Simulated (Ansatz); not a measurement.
Program: Ansatz. Geometries: PBE0-D4/def2-TZVP. ΔE: electronic, gas phase. CBS: MP2 limit from def2 TZ/QZ plus the TZ coupled-cluster correction, frozen cores. This one scheme is used for every species. Functionals use def2-TZVPP. One conformer a species, not always the lowest.

Consider the formal exchange of groups at the Si–N bond: `N[SiH]1CS1` + `CC#N` → `N#C[SiH]1CS1` + CH₃NH₂.

Problem. Is it downhill or uphill in electronic energy at CCSD(T)/CBS, and by how much? (Estimate.)

Solution. The calculation gave: Uphill: ΔE = +105.1 kJ/mol.

Problem. What do these levels give: revPBE-D4, r2SCANh-D4, r2SCAN, PBE0, r2SCANh, RPA@PBE/def2-TZVPP, HF/def2-SVP, MP2/def2-SVP, CCSD(T)/def2-SVP, CCSD/def2-TZVPP, HF/def2-QZVPP, HF/CBS(def2)? (Estimate.)

Solution. Computed: revPBE-D4 100.2, r2SCANh-D4 111.8, r2SCAN 110.3, PBE0 108.3, r2SCANh 111.8, RPA@PBE/def2-TZVPP 92.5, HF/def2-SVP 104.7, MP2/def2-SVP 95.8, CCSD(T)/def2-SVP 90.5, CCSD/def2-TZVPP 104.9, HF/def2-QZVPP 113.3, HF/CBS(def2) 113.4 kJ/mol.

Largest T1 diagnostic among the species: 0.014.

In def2-TZVPP, CCSD(T) changes the Hartree–Fock value by −10.3 kJ/mol (the triples alone add −2.2 kJ/mol) and MP2 by −6.2 kJ/mol. Leaving LDA and LC-ωPBE aside and taking each functional with its dispersion term where it has one, the values, not all of them listed here, spread over 13.6 kJ/mol, from revPBE-D4 to r2SCAN0-D4. LDA lies +12.1 kJ/mol from PBE without D4.
